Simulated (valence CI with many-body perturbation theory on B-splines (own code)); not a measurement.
E1 transitions of Ti+

Method: configuration interaction combined with many-body perturbation theory (CI+MBPT): three valence electrons over a frozen Dirac-Fock core [Ar], radial functions for each j: 9 s, 9 p, 10 d, 8 f, 5 g, 3 h, 1 i, with the one-electron correlation potential Σ1 (screened to all orders), the two-electron term Σ2, the three-electron term Σ3, Breit, model QED; selected single and double excitations, second order for the rest (own B-spline code, finite nucleus).

Against 52 measured levels this calculation errs by 273 cm⁻¹ on average and by 1006 at most. These come from a selection out of the NIST Handbook of Basic Atomic Spectroscopic Data. Levels without a partner in it may be off by more, other configurations by 1,000 to 4,000 cm⁻¹.

Lines 1 to 50 of 240 in falling wavelength, among levels below 5.123 eV, chosen from the strongest by gf and those to the six lowest levels. Wavelengths and rates use the calculated energies, so an error of 300 cm⁻¹ moves a line at 564.4 nm by 1.7 % and its rate by three times that or more. Electric multipoles are in the length gauge, E1 and E2 with the static RPA response of the core. Weak lines are less certain than strong ones. Lines between different terms over intervals too small for the method are left out, as are lines whose strength nearly cancels. Where a level lies close to another of its J and parity, the split of strength between their lines is uncertain. The highest levels of a list are the least certain.

Names give the largest LS component (configuration and term), which can be under half, so a name can repeat, a term be missing and a line seem to break the LS rules; names also repeat where a configuration has a term twice. Letters in brackets count levels of one name in rising energy.

| λ vac (nm) | λ from measured levels | Upper | Lower | A (s⁻¹) | S (a.u.) with core polarisation | S without |
| --- | --- | --- | --- | --- | --- | --- |
| 701.6 |  | 3d²4p ²D°_5/2 [b] | 3d4s² ²D_5/2 | 1.35e+06 | 1.38e+00 | 1.53e+00 |
| 700.4 |  | 3d²4p ²D°_3/2 [b] | 3d4s² ²D_3/2 | 9.84e+05 | 6.67e-01 | 7.44e-01 |
| 564.4 | 533.8 | 3d²4p ²F°_7/2 [a] | 3d³ ²D_5/2 [a] | 5.92e+05 | 4.20e-01 | 4.46e-01 |
| 552.3 | 522.8 | 3d²4p ²D°_3/2 [a] | 3d³ ²D_3/2 [a] | 3.21e+06 | 1.07e+00 | 1.15e+00 |
| 547.8 | 519.0 | 3d²4p ²D°_5/2 [a] | 3d³ ²D_5/2 [a] | 3.19e+06 | 1.55e+00 | 1.67e+00 |
| 534.1 | 518.7 | 3d²4p ²G°_7/2 | 3d²4s ²G_7/2 | 8.97e+05 | 5.40e-01 | 6.06e-01 |
| 530.6 |  | 3d²4p ²F°_7/2 [b] | 3d³ ²F_7/2 | 1.03e+06 | 6.08e-01 | 6.52e-01 |
| 528.1 | 513.1 | 3d²4p ²G°_9/2 | 3d²4s ²G_9/2 | 9.35e+05 | 6.80e-01 | 7.63e-01 |
| 507.9 |  | 3d²4p ²S°_1/2 | 3d²4s ²P_3/2 | 1.29e+07 | 1.67e+00 | 1.81e+00 |
| 505.0 |  | 3d²4p ²S°_1/2 | 3d²4s ²P_1/2 | 6.32e+06 | 8.03e-01 | 8.74e-01 |
| 465.8 |  | 3d²4p ²D°_3/2 [b] | 3d²4s ²P_3/2 | 2.01e+06 | 4.01e-01 | 4.32e-01 |
| 462.0 | 457.3 | 3d²4p ²G°_7/2 | 3d³ ²H_9/2 | 2.53e+07 | 9.86e+00 | 1.06e+01 |
| 461.4 | 456.5 | 3d²4p ²D°_3/2 [a] | 3d³ ²P_1/2 | 1.11e+07 | 2.15e+00 | 2.35e+00 |
| 460.9 |  | 3d²4p ²D°_5/2 [b] | 3d²4s ²P_3/2 | 1.24e+06 | 3.60e-01 | 3.87e-01 |
| 459.6 | 455.1 | 3d²4p ²G°_9/2 | 3d³ ²H_11/2 | 2.56e+07 | 1.23e+01 | 1.31e+01 |
| 458.6 | 453.5 | 3d²4p ²D°_5/2 [a] | 3d³ ²P_3/2 | 1.27e+07 | 3.63e+00 | 3.96e+00 |
| 457.8 |  | 3d²4p ²P°_3/2 | 3d²4s ²P_3/2 | 2.43e+06 | 4.59e-01 | 4.96e-01 |
| 457.6 | 453.1 | 3d²4p ²G°_9/2 | 3d³ ²H_9/2 | 7.22e+05 | 3.42e-01 | 3.66e-01 |
| 456.8 | 446.6 | 3d²4p ²D°_3/2 [a] | 3d³ ⁴P_1/2 | 4.85e+06 | 9.13e-01 | 9.92e-01 |
| 456.5 | 450.3 | 3d²4p ²F°_5/2 [a] | 3d³ ²G_7/2 | 1.11e+07 | 3.13e+00 | 3.37e+00 |
| 455.4 |  | 3d²4p ²P°_3/2 | 3d²4s ²P_1/2 | 1.96e+06 | 3.66e-01 | 3.94e-01 |
| 453.8 |  | 3d²4p ²P°_1/2 | 3d²4s ²P_1/2 | 5.02e+06 | 4.63e-01 | 4.99e-01 |
| 453.8 | 445.2 | 3d²4p ²F°_5/2 [a] | 3d²4s ²D_5/2 | 1.85e+06 | 5.11e-01 | 5.59e-01 |
| 453.1 | 447.0 | 3d²4p ²F°_7/2 [a] | 3d³ ²G_9/2 | 1.17e+07 | 4.28e+00 | 4.61e+00 |
| 452.8 | 444.5 | 3d²4p ²F°_5/2 [a] | 3d²4s ²D_3/2 | 1.20e+07 | 3.29e+00 | 3.59e+00 |
| 452.2 | 439.7 | 3d²4p ⁴D°_7/2 [a] | 3d²4s ⁴P_5/2 | 9.25e+05 | 3.38e-01 | 3.77e-01 |
| 451.7 | 441.9 | 3d²4p ²D°_5/2 [a] | 3d³ ⁴P_3/2 | 7.96e+06 | 2.17e+00 | 2.36e+00 |
| 448.0 | 439.6 | 3d²4p ²F°_7/2 [a] | 3d²4s ²D_5/2 | 1.38e+07 | 4.91e+00 | 5.36e+00 |
| 446.2 | 442.0 | 3d²4p ⁴D°_3/2 [a] | 3d³ ²P_3/2 | 2.41e+06 | 4.22e-01 | 4.54e-01 |
| 444.3 | 440.1 | 3d²4p ⁴D°_5/2 [a] | 3d³ ²P_3/2 | 6.45e+06 | 1.68e+00 | 1.81e+00 |
| 443.4 | 439.5 | 3d²4p ⁴D°_3/2 [a] | 3d³ ²P_1/2 | 3.41e+06 | 5.86e-01 | 6.33e-01 |
| 441.8 | 433.9 | 3d²4p ²D°_3/2 [a] | 3d²4s ²D_3/2 | 1.09e+07 | 1.85e+00 | 2.01e+00 |
| 440.9 | 431.4 | 3d²4p ⁴D°_5/2 [a] | 3d³ ⁴P_5/2 | 4.93e+06 | 1.25e+00 | 1.35e+00 |
| 440.5 | 431.6 | 3d²4p ⁴D°_1/2 [a] | 3d³ ⁴P_1/2 | 1.17e+07 | 9.88e-01 | 1.06e+00 |
| 439.6 | 430.9 | 3d²4p ⁴D°_3/2 [a] | 3d³ ⁴P_3/2 | 6.68e+06 | 1.12e+00 | 1.20e+00 |
| 439.4 | 430.1 | 3d²4p ⁴D°_7/2 [a] | 3d³ ⁴P_5/2 | 1.72e+07 | 5.76e+00 | 6.19e+00 |
| 439.2 | 430.3 | 3d²4p ⁴D°_3/2 [a] | 3d³ ⁴P_1/2 | 4.12e+06 | 6.88e-01 | 7.39e-01 |
| 437.8 | 429.1 | 3d²4p ⁴D°_5/2 [a] | 3d³ ⁴P_3/2 | 6.13e+06 | 1.52e+00 | 1.63e+00 |
| 437.5 | 429.5 | 3d²4p ²D°_5/2 [a] | 3d²4s ²D_5/2 | 7.64e+06 | 1.90e+00 | 2.06e+00 |
| 410.3 |  | 3d²4p ²F°_5/2 [b] | 3d²4s ²G_7/2 | 6.65e+06 | 1.36e+00 | 1.47e+00 |
| 407.8 |  | 3d²4p ²F°_7/2 [b] | 3d²4s ²G_9/2 | 7.57e+06 | 2.03e+00 | 2.20e+00 |
| 398.9 | 393.3 | 3d²4p ²G°_7/2 | 3d³ ²G_9/2 | 1.54e+06 | 3.86e-01 | 4.16e-01 |
| 397.0 | 391.5 | 3d²4p ²G°_7/2 | 3d³ ²G_7/2 | 2.66e+07 | 6.57e+00 | 7.11e+00 |
| 395.6 | 390.2 | 3d²4p ²G°_9/2 | 3d³ ²G_9/2 | 2.69e+07 | 8.22e+00 | 8.89e+00 |
| 389.1 |  | 3d²4p ²D°_3/2 [b] | 3d³ ²D_5/2 [a] | 7.90e+06 | 9.19e-01 | 9.91e-01 |
| 387.3 |  | 3d²4p ²D°_3/2 [b] | 3d³ ²D_3/2 [a] | 4.45e+07 | 5.11e+00 | 5.51e+00 |
| 385.8 |  | 3d²4p ²D°_5/2 [b] | 3d³ ²D_5/2 [a] | 6.83e+07 | 1.16e+01 | 1.25e+01 |
| 382.0 | 376.2 | 3d²4p ²F°_5/2 [a] | 3d²4s ²F_5/2 | 1.11e+08 | 1.83e+01 | 1.98e+01 |
| 381.8 |  | 3d²4p ²P°_3/2 | 3d³ ²D_3/2 [a] | 2.35e+07 | 2.58e+00 | 2.78e+00 |
| 381.8 | 376.0 | 3d²4p ²F°_7/2 [a] | 3d²4s ²F_7/2 | 1.07e+08 | 2.36e+01 | 2.55e+01 |
